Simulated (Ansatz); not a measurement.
`BO[SiH2]C#C` + `CC=N` → `C#C/N=C\C` + `BO[SiH3]` at 400 K and 1 bar (substitution at a C–Si bond).

Calculated with Ansatz (gas phase, PBE0-D4/def2-TZVP geometries, no zero-point term in ΔE). CCSD(T)/CBS adds triple-zeta CCSD(T) − MP2 to the extrapolated MP2 energy (def2 sets, frozen cores). One conformer a species, not always the lowest.

```csv
species,CCSD(T)/CBS energy (Eh),H − E (kJ/mol),S (J/(mol·K))
`BO[SiH2]C#C`,-468.17507,196.9,378.6
`CC=N`,-133.79309,199.7,281.6
`C#C/N=C\C`,-209.82100,231.3,339.7
`BO[SiH3]`,-392.11480,157.5,316.6
```

H − E and S are ideal-gas, rigid-rotor, harmonic terms from PBE0-D4/def2-TZVP, for one conformer and one mirror image of each species. 1 Eh = 2625.50 kJ/mol, R = 8.31446 J/(mol·K).

Problem. By hand: ΔE, ΔH, ΔS and ΔG.

Solution. ΔE = (-209.82100) + (-392.11480) − (-468.17507) − (-133.79309) = 0.03236 Eh = 85.0 kJ/mol. Δ(H − E) = 231.3 + 157.5 − 196.9 − 199.7 = -7.8, so ΔH = 77.2 kJ/mol. ΔS = 339.7 + 316.6 − 378.6 − 281.6 = -3.9 J/(mol·K). ΔG = 77.2 − 400 × (-3.9)/1000 = 78.8 kJ/mol.

Problem. By hand: the equilibrium constant, and the temperature at which ΔG would vanish if ΔH and ΔS stayed fixed.

Solution. log₁₀ K = −ΔG/(RT ln 10) = -10.3. ΔH and −TΔS have one sign here, so there is no such temperature. One of them is within its doubt of zero, so this could turn.

The number of gas molecules stays the same, so ΔS is small and ΔH decides. A doubt of 5 kJ/mol in ΔE shifts log₁₀ K by 0.7 here. Other conformers and mirror images would add mixing entropy, several J/(mol·K) or more a flexible species. Modes under 60 cm⁻¹, often nearly free rotors, make the harmonic entropy too high. These are equilibria of isolated gas molecules and say nothing of rates. Largest T1 diagnostic: 0.014 (customary marks: 0.02 for closed shells, 0.045 for open ones).
